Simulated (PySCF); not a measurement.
Compound: C₃H₆B₂F₂.
Numbering: `[CH2:1]=[C:2]([BH:3][BH:4][F:5])[CH2:6][F:7]` (hydrogens: H8, H9 on C1; H10 on B3; H11 on B4; H12, H13 on C6)

Theory: PySCF, PBE0-D3(BJ)/def2-SVP geometry optimisation, gas phase.

(1) Give the optimised bond lengths and angles.

## Answers

(1) 
```tsv
bond	length (Å)	order
C1=C2	1.347	double
C2–B3	1.556	single
B3–B4	1.695	single
B4–F5	1.331	single
C2–C6	1.503	single
C6–F7	1.383	single
C1–H8	1.098	single
C1–H9	1.093	single
B3–H10	1.212	single
B4–H11	1.222	single
C6–H12, C6–H13	1.103	single
```

Bonds in one row agree within 0.01 Å and their mean is given. Orders are formal, as drawn. A selection of angles:
```tsv
angle	degrees
C2–C1–H8	122.8
C2–C1–H9	120.6
H8–C1–H9	116.6
C1–C2–B3	120.5
C1–C2–C6	121.1
B3–C2–C6	118.3
C2–B3–B4	119.0
C2–B3–H10	116.9
B4–B3–H10	124.1
B3–B4–F5	123.0
B3–B4–H11	121.0
F5–B4–H11	115.8
C2–C6–F7	109.9
C2–C6–H12	112.6
C2–C6–H13	110.5
F7–C6–H12	108.0
H12–C6–H13	108.3
```

Torsions: C1–C2–B3–B4 -168° (antiperiplanar); C2–B3–B4–F5 99° (anticlinal); C1–C2–C6–F7 152° (antiperiplanar). The mirror-image conformer, all signs reversed, is as good.

Of the pairs four or more bonds apart, F5···F7 is among the closest relative to their van der Waals radii: 2.92 Å, 99 % of the sum of Bondi's values. The C–C distances run from 1.347 Å (C1=C2, drawn double) to 1.503 Å (C2–C6, drawn single), a spread of 0.156 Å. B3 (three-coordinate boron) is planar (angles 124.1°, 119.0° and 116.9°, sum 360.0°, 0.01 Å off the plane of its three neighbours). B4 (three-coordinate boron) is planar (angles 123.0°, 121.0° and 115.8°, sum 359.9°, 0.03 Å off the plane of its three neighbours).

Point group: C1 (no symmetry element, even within 0.4 Å). PBE0-D3(BJ)/def2-SVP frequencies: not computed here. The numbers are those of one conformer.

On one thread of an Arm Neoverse V1, shared host with 32 logical CPUs at a one-minute load of 25, this took 68 s wall and 0.50 GiB of memory at its peak. These figures are those of the optimisation.
